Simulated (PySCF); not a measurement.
# Static response to an electric field

Compound: GaCl2Ph, C6H5Cl2Ga.
Geometry (PBE0-D3(BJ)/def2-SVP, Å), atoms numbered from 1 in this order:
```xyz
14
C6H5Cl2Ga angstrom
Ga     1.1259    2.3351    0.4424
Cl     2.1843    2.7497    2.2562
Cl     1.0975    3.8860   -1.0314
C      0.2828    0.6325    0.1298
C      0.3528   -0.3793    1.0985
C     -0.2316   -1.6212    0.8592
C     -0.8907   -1.8590   -0.3470
C     -0.9714   -0.8567   -1.3139
C     -0.3878    0.3861   -1.0772
H      0.8702   -0.1966    2.0446
H     -0.1700   -2.4078    1.6149
H     -1.3443   -2.8351   -0.5356
H     -1.4886   -1.0456   -2.2576
H     -0.4486    1.1681   -1.8396
```

Level: wB97X-D/def2-SVPD (PySCF), static field, nuclei fixed, core orbitals frozen in the response. The polarisability tensor in these axes (au):

```
x    95.98  26.74  21.21
y    26.74 147.01  -3.43
z    21.21  -3.43 122.89
```

Diagonalise the tensor; give its mean and Δα, where Δα² is half the sum of the squared differences of the eigenvalues.

Principal values 75.33, 131.22 and 159.34 au; mean 121.96 au = 18.07 Å³ = 20.11 × 10⁻⁴⁰ C²·m²/J; Δα = 74.07 au (61 % of the mean).

What is the dipole moment, and where does it point?

(-1.59, -3.15, -0.56) D, 3.57 D in size, pointing from the negative to the positive side. Measured along this direction, the outermost atoms are Cl2 and Cl3 at the negative end and H12 at the positive end.

Estimate the molar refractivity from the static electronic polarisability.

Lorentz–Lorenz: R = (4π/3)N_A α = 2.5225 cm³/(mol·Å³) × 18.07 Å³ = 45.6 cm³/mol, in the limit of long wavelengths.

Give the principal axes and the span of the nuclei along them.

Largest value along (0.43, 0.89, 0.17), where the nuclei span 6.94 Å; middle along (0.30, -0.32, 0.90), 4.32 Å; least along (0.85, -0.34, -0.40), 0.07 Å. The response follows the extents in order.

Traceless (Buckingham) quadrupole moment about the centre of nuclear charge: eigenvalues?

-2.16, -0.73, 2.90 D·Å. The values depend on the origin, since the dipole doesn't vanish. The electronic extent ⟨r²⟩ about the same centre is 2426 bohr², a root-mean-square distance of 2.53 Å for the 106 electrons.

Find the Langevin capture rate constant for H3O+ (19.018 u) meeting this molecule (215.902 u), k = 2.342 × 10⁻⁹ cm³/s × √(α in Å³ / reduced mass in u).

The reduced mass is 17.48 u, so k = 2.38 × 10⁻⁹ cm³/s. The formula leaves out the permanent dipole, which adds to the capture rate.

Isolated species at its PBE0-D3(BJ)/def2-SVP geometry (one conformer only). The calculation is non-relativistic, for gallium too.
